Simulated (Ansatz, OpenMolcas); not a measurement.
**A ladder of methods for InSiH5 (SMILES [SiH3][InH2])**

The species is InSiH5 (7 atoms), meant as a singlet with charge 0. As SMILES, `[SiH3][InH2]`. The shape is that of a PBE0-D4/def2-TZVP optimisation.

Quantity: the vertical ionisation energy (to the doublet cation), in eV. The values are calculated.

```tsv
level	kind	program	value (eV)	CPU time (all runs)
PBE/def2-TZVP (core potential)	GGA	OpenMolcas	9.19	2.5 min
revPBE/def2-TZVP (core potential)	GGA	Ansatz	9.13	24 s
M06-L/def2-TZVP (core potential)	meta-GGA	OpenMolcas	9.17	3.4 min
r2SCAN/def2-TZVP (core potential)	meta-GGA	Ansatz	9.27	50 s
B3LYP/def2-TZVP (core potential)	global hybrid	OpenMolcas	9.37	2.3 min
BHLYP/def2-TZVP (core potential)	global hybrid	OpenMolcas	9.38	2.4 min
wB97M-V/def2-TZVP (core potential)	range-separated hybrid	Ansatz	9.49	4.2 min
MP2/def2-TZVP (core potential)	perturbation theory	Ansatz	9.44	15 s
```

Spin-orbit coupling is left out. The values span 9.13 to 9.49 eV. In the correlated wave-function rows the outer d shell of In is correlated, in sets not made for it. Times are those of the runs behind each value, whatever else they computed, on shared processors of several kinds: orders of magnitude only.
